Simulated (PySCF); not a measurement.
**Frontier levels across methods**

Compound: CH7NOSi2.
Z-matrix (Å and degrees, PBE0-D3(BJ)/def2-SVP geometry), rows numbered from 1:
```
C 
N   1  1.2611
Si  2  1.7516  1  125.91
O   3  1.6515  2  107.56  1   127.31
Si  4  1.6642  3  139.27  2    38.29
H   1  1.1125  2  124.60  3     0.38
H   1  1.1067  2  120.62  3  -179.54
H   3  1.4949  2  112.77  1     8.35
H   3  1.4899  2  107.06  1  -113.83
H   5  1.4901  4  107.62  3   164.09
H   5  1.4921  4  110.54  3   -76.54
H   5  1.4939  4  110.59  3    44.66
```

Basis pcSseg-2 throughout (PySCF), one geometry. The structure is a single PBE0-D3(BJ)/def2-SVP conformer in the gas phase; no vibrational or solvent corrections.

How do the orbital energies, the gap and the dipole change with the method?

```csv
method,kind,HOMO (eV),LUMO (eV),gap (eV),μ (D),SCF cycles
B97-2,global hybrid,-7.08,-1.28,5.80,1.59,14
PBE0,global hybrid,-7.33,-1.23,6.10,1.60,14
mPW1PW91,global hybrid,-7.37,-1.24,6.13,1.61,14
BHandHLYP,global hybrid,-8.67,-0.04,8.63,1.71,13
CAM-B3LYP,range-separated hybrid,-8.74,-0.04,8.69,1.65,12
wB97X-D,range-separated hybrid,-9.23,0.63,9.86,1.67,13
LC-wPBE,range-separated hybrid,-10.06,1.18,11.24,1.70,14
```

The HOMO spans 2.98 eV, from B97-2 down to LC-wPBE, and the gap runs from 5.80 eV (B97-2) to 11.24 eV (LC-wPBE). Over the methods B97-2 (21 %), PBE0 (25 %), mPW1PW91 (25 %), BHandHLYP (50 %), a straight line through the gap against the share of exact exchange rises by 0.99 eV for each 10 % (correlation coefficient 1.000). The dipole ranges from 1.59 D (B97-2) to 1.71 D (BHandHLYP). This basis has no diffuse functions.
